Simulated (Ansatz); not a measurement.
```yaml
crystal:
  periodic: [false, false, false]
  atoms:
    - {symbol: N, position_ang: [-0.139981, 2.069642, 0.535398]}
    - {symbol: C, position_ang: [0.008722, 0.879756, 0.171678]}
    - {symbol: N, position_ang: [0.972591, 0.361326, -0.781143]}
    - {symbol: C, position_ang: [0.705842, -0.902007, -0.791918]}
    - {symbol: Si, position_ang: [-0.703969, -0.858284, 0.462280]}
    - {symbol: H, position_ang: [0.535078, 2.673152, 0.056706]}
    - {symbol: H, position_ang: [1.272318, -1.581347, -1.424974]}
    - {symbol: H, position_ang: [-2.074796, -1.169052, -0.020893]}
    - {symbol: H, position_ang: [-0.487406, -1.519584, 1.775667]}
basis:
  gaussian: {orbitals: def2-SVPD}
hamiltonian: {xc: {name: wB97X}}
output: {forces: true}
```

```sh
$ ansatz run in.yaml --threads 2 --pin off --events-out ev --progress --plain --max-ram 4352MiB
```

Output, abridged:

```
Functional definition: wB97X
  name "wB97X"
  cite "Chai & Head-Gordon, J. Chem. Phys. 128, 084106 (2008) doi:10.1063/1.2834918"
  cite "Becke, J. Chem. Phys. 107, 8554 (1997) doi:10.1063/1.475007"
  parameter omega = 0.3/bohr
  parameter cx = 0.157706
  parameter cx1 = 0.726479
  parameter cx2 = 1.04760
  parameter cx3 = -5.70635
  parameter cx4 = 13.2794
  parameter css1 = -4.33879
  parameter css2 = 18.2308
  parameter css3 = -31.7430
  parameter css4 = 17.2901
  parameter cos1 = 2.37031
  parameter cos2 = -11.3995
  parameter cos3 = 6.58405
  parameter cos4 = -3.78132
  # The coefficients of nought are those of the uniform gas.
  exchange = spin_sum(e_x_unif_sr(omega)*poly(b97_u_x, 1 - cx, cx1, cx2, cx3, cx4)) + cx*exact_x_sr(omega)
      + exact_x_lr(omega)
  correlation = spin_sum(e_c_pw_same_spin*poly(b97_u_same, 1, css1, css2, css3, css4))
      + integral(e_c_pw_opposite_spin*poly(b97_u_opposite, 1, cos1, cos2, cos3, cos4))
1181 factors; their error is unknown
476 factors; integrals over basis functions are off by at most 5.6e-6 eV
mean field evaluation 1: about -12982.8351 eV, gradient 4.2e1 eV
mean field evaluation 2: about -12982.9146 eV, gradient 4.5e1 eV
mean field evaluation 4: about -12986.9831 eV, gradient 2.1e0 eV
mean field evaluation 8: about -12987.0019 eV, gradient 6.5e-2 eV
mean field evaluation 16: about -12986.9984 eV, gradient 7.6e-5 eV
mean field -12986.99841018 eV, -477.2633886704 hartree, gradient 2.9e-5 eV, S^2 0.000000; 0 other end points of the search recorded, 0 dependent functions left out
the calculation of the forces begins
reference -12986.99837371 eV, -477.2633873300 hartree; 22, 22 occupied and 114, 114 virtual orbitals, 1181 factors
Total energy: -12986.99837371 eV, -477.2633873300 hartree
Atom 0 at    -0.139981     2.069642     0.535398 Å, force    -0.020877     0.267192     0.070284 eV/Å
Atom 1 at     0.008722     0.879756     0.171678 Å, force    -0.007752    -0.153222    -0.022571 eV/Å
Atom 2 at     0.972591     0.361326    -0.781143 Å, force     0.097706     0.049023    -0.076912 eV/Å
Atom 3 at     0.705842    -0.902007    -0.791918 Å, force     0.014085     0.106428     0.008253 eV/Å
Atom 4 at    -0.703969    -0.858284     0.462280 Å, force    -0.243138    -0.154667     0.184602 eV/Å
Atom 5 at     0.535078     2.673152     0.056706 Å, force     0.015847     0.048124    -0.004523 eV/Å
Atom 6 at     1.272318    -1.581347    -1.424974 Å, force     0.139269    -0.168609    -0.155933 eV/Å
Atom 7 at    -2.074796    -1.169052    -0.020893 Å, force    -0.032398     0.010542    -0.041024 eV/Å
Atom 8 at    -0.487406    -1.519584     1.775667 Å, force     0.037257    -0.004811     0.037825 eV/Å
Dipole moment:    -0.026118    -0.581731    -0.090446 e Å
```

Run time 8 s (2 threads of an Arm Neoverse V1 on a shared host); peak host memory 0.43 GiB.
